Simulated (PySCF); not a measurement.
Gas-phase reaction: 3 SiH3 + (H2SiO)3 ⇌ 3 H3SiOH + 3 SiH

Method: PySCF energies plus ideal-gas RRHO corrections (1 bar). † marks an energy on the PBE0/def2-TZVP geometry and frequencies; other levels use their own. MP2 freezes the core. 6-31G* has spherical d functions here. Open shells (unrestricted): SiH3 (multiplicity 2), SiH (multiplicity 2); the rest are closed-shell singlets. Spin-orbit splitting is ignored; it lowers the true energy and changes the entropy of SiH. B3LYP is the form with VWN-RPA correlation. (H2SiO)3, H3SiOH: computed as isolated molecules; such fragments, hydroxides, amides, oligomers or adducts are transient or little studied in the gas. MP2 isn't extrapolated to the basis-set limit.

```tsv
level	ΔH°(298 K), kJ
B3LYP/def2-TZVP†	839
BLYP/def2-TZVP†	798
HF/6-31G*	?
MP2/def2-SVP†	?
MP2/def2-TZVPP†	915
PBE/def2-TZVP†	?
ωB97X-V/def2-TZVP†	904
```

### Question
Complete the blanks.

### Answer

- HF/6-31G*, ΔH°(298 K), kJ: 838
- MP2/def2-SVP†, ΔH°(298 K), kJ: 872
- PBE/def2-TZVP†, ΔH°(298 K), kJ: 852
